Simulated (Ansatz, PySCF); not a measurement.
Ways to break one bond of FB(F)Br [bromo(difluoro)borane]:

A. FB(F)Br [bromo(difluoro)borane] → F[B]F + Br atom
B. FB(F)Br → F[B]Br + F atom

Quantity: bond dissociation energy (enthalpy at 298 K, with B3LYP-D3(BJ) rigid-rotor harmonic-oscillator terms), kJ/mol. Each molecule is optimised on its own at B3LYP-D3(BJ)/def2-TZVP (Ansatz, a program for electronic structure). Frequencies are from Ansatz or PySCF. Correlated levels leave the core frozen unless marked. Open shells are spin-unrestricted. No spin-orbit coupling. The frozen core is the preceding noble-gas configuration, with the filled d and f shells of earlier blocks. Non-relativistic. CBS(X,Y): correlation extrapolated as X^-3; Hartree-Fock from the larger set.

```tsv
	B3LYP-D4/def2-TZVPD (Ansatz + dftd4)	HSE06-D3(BJ)/def2-TZVPD (Ansatz + dftd3)	CCSD(T)/6-31G* (Ansatz)	CCSD(T)/CBS(cc-pVTZ,cc-pVQZ) (Ansatz)
A	429.7	440.7	424.9	___
B	684.1	681.0	680.7	___
```

Question: Some entries are withheld; supply them.

Answer: 
- A, CCSD(T)/CBS(cc-pVTZ,cc-pVQZ) (Ansatz): 446.0
- B, CCSD(T)/CBS(cc-pVTZ,cc-pVQZ) (Ansatz): 705.0
